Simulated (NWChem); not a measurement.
System: SiICl, singlet; SMILES I[Si]Cl

Here is an NWChem input.

```
start job
memory heap 200 mb stack 900 mb global 1100 mb
geometry units angstroms noautoz
  Si     1.047998    -1.121946     0.000000
  Cl    -0.556282    -2.460664     0.000000
  I     -0.099068     1.090005     0.000000
end
basis spherical
  * library def2-svp
end
ecp
  I library def2-ecp
end
dft
  xc xpbe96 cpbe96
  iterations 150
  vectors input atomic output neutral.movecs
end
task dft energy
charge 1
dft
  odft
  mult 2
  vectors input atomic output cation.movecs
end
task dft energy
```

Low-valent species are run as closed-shell singlets; no triplet was tried in these runs. All runs use the structure optimised with PBE0/def2-SVP. No frequency run checked for a minimum. def2 effective core potentials on I; no spin-orbit coupling.

Ions are spin-unrestricted doublets at the neutral geometry; other ion states weren't tried.

Question: Give the results of this calculation. (PBE/def2-SVP with def2 effective core potentials on I, vertical spin-unrestricted ions.) Quantities: vertical ionisation energy, ΔSCF (eV); −ε(HOMO) (eV).

Answer: The vertical ionisation energy, ΔSCF (eV) is 9.20 and the −ε(HOMO) (eV) is 6.29.
